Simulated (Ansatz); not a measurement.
Job for Ansatz (a program for electronic structure): RO-CCSD(T)/cc-pV(T+d)Z on AlP, 2S+1 = 3, a point of a bond scan (R = 2.223 Å). Files ending in .json are basis or fitting sets from the Basis Set Exchange.

Ansatz 0.2 input:
```yaml
crystal:
  periodic: [false, false, false]
  atoms:
    - {symbol: Al, position_ang: [-0.00000000, -0.00000000, -1.19086169]}
    - {symbol: P, position_ang: [0.00000000, 0.00000000, 1.03208013]}
basis:
  gaussian:
    orbitals: cc-pV_T+d_Z.json
    pivot_positions_ang: [[-0.00000000, -0.00000000, -1.19086169], [0.00000000, 0.00000000, 1.03208013]]
magnetization: {spin_polarized: false, initial_magnetization: 2}
correlation: {method: ccsd_t, electrons: outside_noble_gas}
scf: {omitted_lower_state_checks: [cluster_reference]}
output: {orbitals: {seedname: ./end}}
```

Program output:

```
WARN ansatz: RAYON_NUM_THREADS=1 ignored (pool sized by the plan → 1); use --threads N
Functional definition: HF
these checks for a lower state are left out or cut short: cluster_reference
integrals: 0.05 GiB planned
525 factors; integrals over basis functions are off by at most 2.6e-4 eV
mean field: 0.14 GiB planned
mean field evaluation 1: about -15852.9865 eV, gradient 1.0e1 eV
mean field evaluation 2: about -15852.9867 eV, gradient 1.0e1 eV
mean field evaluation 4: about -15853.6664 eV, gradient 1.2e0 eV
mean field evaluation 8: about -15853.6820 eV, gradient 5.3e-3 eV
mean field evaluation 16: about -15853.7864 eV, gradient 1.6e0 eV
mean field evaluation 32: about -15853.6820 eV, gradient 2.2e-6 eV
mean field evaluation 64: about -15853.6820 eV, gradient 3.7e-2 eV
mean field -15854.04914604 eV, -582.6255598565 hartree, gradient 5.1e-6 eV, S^2 2.000000; 10 other end points of the search recorded, 0 dependent functions left out
10 core orbitals not correlated
reference -15854.04914604 eV, -582.6255598565 hartree; 5, 3 occupied and 63, 65 virtual orbitals, 525 factors
second order -4.14476651 eV of doubles, -0.08505206 eV of singles
coupled cluster: 0.21 GiB planned
cycle   1  -4.81747172 eV  change   -5.9e-1 eV  update   7.4e-2
cycle   2  -5.05975604 eV  change   -2.4e-1 eV  update   3.1e-2
cycle   3  -5.07880573 eV  change   -1.9e-2 eV  update   9.0e-3
cycle   4  -5.07858925 eV  change    2.2e-4 eV  update   2.8e-3
cycle   5  -5.07801874 eV  change    5.7e-4 eV  update   9.1e-4
cycle   6  -5.07796550 eV  change    5.3e-5 eV  update   3.1e-4
cycle   7  -5.07801088 eV  change   -4.5e-5 eV  update   1.2e-4
cycle   8  -5.07802720 eV  change   -1.6e-5 eV  update   4.7e-5
cycle   9  -5.07801676 eV  change    1.0e-5 eV  update   1.9e-5
cycle  10  -5.07801758 eV  change   -8.3e-7 eV  update   7.6e-6
perturbative correction -0.22499643 eV, -0.0082684663 hartree
Total energy: -15859.35216006 eV, -582.8204420271 hartree
Checks for a lower state left out: cluster_reference
```

The run converged.

Cost: around 4 core-seconds (rough).
